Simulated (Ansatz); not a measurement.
System: sum formula SiAsH4, charge -1, multiplicity 1. It need not be the lowest isomer of its formula. Whether it binds its extra electron was not tested at this geometry. 
Structure (B3LYP-D3(BJ)/def2-TZVP (Ansatz, a quantum-chemistry and plane-wave program) minimum search):
```xyz
6

Si    -1.7161    -0.1643     0.1121
As     0.7750     0.0743    -0.0506
H     -1.9046     1.0740    -0.7873
H     -1.7243     0.6839     1.3999
H      0.9514    -0.7636    -1.3285
H      1.1282    -1.1461     0.8165
```
Charge -1, spin multiplicity 1.

Basis-set convergence of Hartree-Fock and CCSD(T) correlation energies (hartree) with Ansatz. Cores are frozen in the correlated levels unless marked. Spin-orbit coupling is left out. The frozen core is the preceding noble-gas configuration, with the filled d and f shells of earlier blocks. No relativistic terms.

| basis | functions | E(HF) | E(corr, CCSD(T)) |
|---|---|---|---|
| def2-SVPD | 94 | -2525.07330 | -0.29822 |
| def2-TZVPPD | 170 | ___ | ___ |

Task: Fill in the missing entries.

Result: 
- def2-TZVPPD, E(HF): -2525.45292
- def2-TZVPPD, E(corr, CCSD(T)): -0.34818
